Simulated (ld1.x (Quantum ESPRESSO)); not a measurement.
## Tl, TM: configuration errors across variants

```json
{
  "Element": "Tl",
  "Generator": "ld1.x (Quantum ESPRESSO) 7.5",
  "Type": "norm-conserving Troullier–Martins (Kleinman–Bylander form)",
  "Functional": "PBEsol",
  "Relativity": "scalar-relativistic",
  "Frozen core": "[Xe] 4f14 5d10",
  "Valence charge": "3",
  "Reference configuration": "6s2 6p1",
  "Partial waves": "6s (bound): rc 2.10 bohr; 6p (bound): rc 3.25 bohr; 6d channel at 0.35 Ry: rc 3.10 bohr",
  "Local potential": "all-electron potential smoothed inside 1.85 bohr (lloc = -2)",
  "Core correction": "Bessel-smoothed model core, default radius (core density twice the valence density)"
}
```

All-electron excitation energies from the reference (eV): (1) 6s2 6p0 5.147; (2) 6s1 6p0 25.990; (3) 6s2 6p0.5 1.847; (4) 6s1 6p2 7.449; (5) 6s0 6p3 15.293; (6) 6s2 6p1.3 -0.491; (7) 6s1 6p1 13.512.

3 further variants failed, have other tests or another functional or relativity, and are left out.

A true bound ghost makes a file unfit for plane-wave use even where its test errors are small: the radial tests pick states by their node count and pass the ghost by.

Errors AE − PS in meV (a dash: test not solved or not reliable):

| change | (1) | (2) | (3) | (4) | (5) | (6) | (7) | bound ghosts |
| --- | --- | --- | --- | --- | --- | --- | --- | --- |
| base | -34 | -416 | -5.7 | -41 | -148 | -0.3 | -119 | none |
| wave 6p (bound): rc 3.25 bohr becomes 6p (bound): rc 2.14 bohr | -32 | -409 | -5.5 | -45 | -167 | -0.3 | -122 | none |
| all radii but the core radius scaled by about 1.05 (s 2.22, p 3.42, d 3.26 bohr); local potential all-electron potential smoothed inside 1.94 bohr (lloc = -2) | -35 | -425 | -5.8 | -38 | -136 | -0.3 | -118 | none |
| wave 6d channel at 0.35 Ry: rc 3.10 bohr becomes 6d channel at -0.13 Ry: rc 3.10 bohr | -34 | -416 | -5.7 | -41 | -148 | -0.3 | -119 | none |

Problem. Give the same row for: type RRKJ; local potential the d channel; rho0 0.02.

Solution. -41, -467, -8.2, -69, -271, -1.0, -187; bound ghosts: s, p.
